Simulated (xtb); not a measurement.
W(NH)(S)(Br)(OH) (BrH₂NOSW), SMILES [NH]=[W]([OH])(=[S])[Br], multiplicity 1. All values are semi-empirical tight-binding results from xtb (GFN2-xTB unless named), good for trends rather than for accurate numbers. The structure is a stationary point at GFN2-xTB. The spin state was assumed, not searched. The structure was generated by enumeration; whether it is a known compound was not checked. Other conformers were not sampled.

Optimised geometry:

Bonds (Å): W1–N2 1.774, W1–S4 2.190, W1–Br5 2.407, W1–O6 1.831, N2–H3 1.021, O6–H7 0.967. Bond angles (°): N2–W1–S4 107.5, N2–W1–Br5 105.3, N2–W1–O6 119.2, S4–W1–Br5 103.9, S4–W1–O6 109.1, Br5–W1–O6 110.7, W1–N2–H3 172.6, W1–O6–H7 167.2.
Charge 0, spin multiplicity 1.

For metal compounds this method's bond lengths and energies can be far off.

Estimate the properties. (The exact figures need the calculation; the answer reports its results.)


* **orbital gap**: 2.09 eV
* **zero-point energy**: 17.0 kcal/mol
* **G − E(el) at 298.15 K (modified RRHO)**: -5.0 kcal/mol

Computed atomic charges and the Wiberg bond orders between heavy atoms:
charges (e) W1 0.86, N2 -0.49, H3 0.20, S4 -0.38, Br5 -0.07, O6 -0.46, H7 0.33. Bond orders W1–N2 2.23, W1–S4 2.20, W1–Br5 1.26, W1–O6 1.26.
